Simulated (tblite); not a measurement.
Species: C7H12O2P (charge +1).
Numbering: `[OH:1][CH2:2][CH2:3][CH2:4][PH2+:5][c:6]1[cH:7][cH:8][cH:9][o:10]1` (hydrogens: H11 on O1; H12, H13 on C2; H14, H15 on C3; H16, H17 on C4; H18, H19 on P5; H20 on C7; H21 on C8; H22 on C9)

Cartesian coordinates in Å at the GFN2-xTB level; atoms count from 1:
```
atom  x, y, z in Å
O1    -2.506    0.396    0.775
C2    -3.102   -0.282   -0.324
C3    -2.049   -0.270   -1.425
C4    -0.704   -0.709   -0.852
P5    -0.178    0.310    0.564
C6     1.605    0.273    0.557
C7     2.565    0.082    1.521
C8     3.805    0.213    0.865
C9     3.515    0.475   -0.444
O10    2.196    0.513   -0.643
H11   -3.148    0.514    1.485
H12   -3.355   -1.310   -0.040
H13   -4.009    0.233   -0.651
H14   -1.962    0.742   -1.823
H15   -2.346   -0.935   -2.235
H16    0.084   -0.610   -1.606
H17   -0.731   -1.752   -0.519
H18   -0.540    1.623    0.402
H19   -0.478   -0.125    1.825
H20    2.400   -0.126    2.559
H21    4.777    0.123    1.303
H22    4.149    0.643   -1.292
```

Level: GFN2-xTB in tblite, geometry and Hessian alike; calculated harmonic values, unscaled, isolated species. The method is semi-empirical: single wavenumbers can be off by several per cent or more. Modes of hydrogen on phosphorus can be 10 to 20 % off. One conformer, not necessarily the lowest.

Harmonic wavenumbers (cm⁻¹): 33.6, 63.0, 84.6, 107.8, 200.1, 232.8, 248.4, 274.1, 308.9, 336.0, 489.3, 494.3, 553.7, 580.0, 603.5, 717.7, 795.7, 803.0, 836.2, 854.4, 861.7, 863.6, 883.2, 894.6, 913.4, 928.9, 977.4, 1008.8, 1032.8, 1038.1, 1084.1, 1102.4, 1110.9, 1126.4, 1138.3, 1186.5, 1201.2, 1209.5, 1222.2, 1251.0, 1318.2, 1345.7, 1365.2, 1384.9, 1414.6, 1455.2, 1473.3, 1538.3, 2440.6, 2506.3, 2930.7, 2934.2, 2941.0, 2966.9, 2995.9, 3027.7, 3169.9, 3180.8, 3201.2, 3516.5.

A = 3512, B = 564.2, C = 508.0 MHz; mass 159.057 u (most abundant isotopes); point group C1, symmetry number 1.

Task: Zero-point energy?

Result: ½Σν̃ = 38380 cm⁻¹ = 109.73 kcal/mol.

Task: Give the ideal-gas entropy at 273.15 K and 1 bar in the rigid-rotor, harmonic-oscillator model (classical rotation).

Result: Translation 40.69, rotation 29.89, vibration 29.78: S = 100.4 cal/(mol K).

Task: And Cp and H(273.15 K) − H(0)?

Result: Cp = 39.59 cal/(mol K), of which vibrations give 31.64 (their classical limit is 60 R = 119.2); H(273.15 K) − H(0) = 6.40 kcal/mol without the zero-point energy, 4.23 from vibrations.

Task: How do the functions run with temperature in this model?

Result: 
```csv
T (K),S (cal/(mol K)),Cp (cal/(mol K)),H − H(0) (kcal/mol),G − H(0) (kcal/mol),ln q(vib)
100,72.8,19.5,1.37,-5.91,2.23
200,89.6,30.3,3.85,-14.06,5.11
300,104.2,43.2,7.51,-23.76,7.96
500,132.1,66.5,18.61,-47.42,13.79
800,168.4,87.8,42.07,-92.68,22.48
1000,189.0,96.6,60.56,-128.47,27.94
```

q(vib) and H(0) count from the zero-point level.

Task: What must be added to the electronic energy to get the Gibbs energy at 273.15 K and 1 bar?

Result: ZPE + [H(273.15 K) − H(0)] − T·S = 109.73 + 6.40 − 27.41 = 88.72 kcal/mol.

Hindered rotation and anharmonicity are outside this model. Other conformers, if any are populated, would add a mixing term that is left out. The structure is chiral; the term R ln 2 for an equal mix with its mirror image is left out.
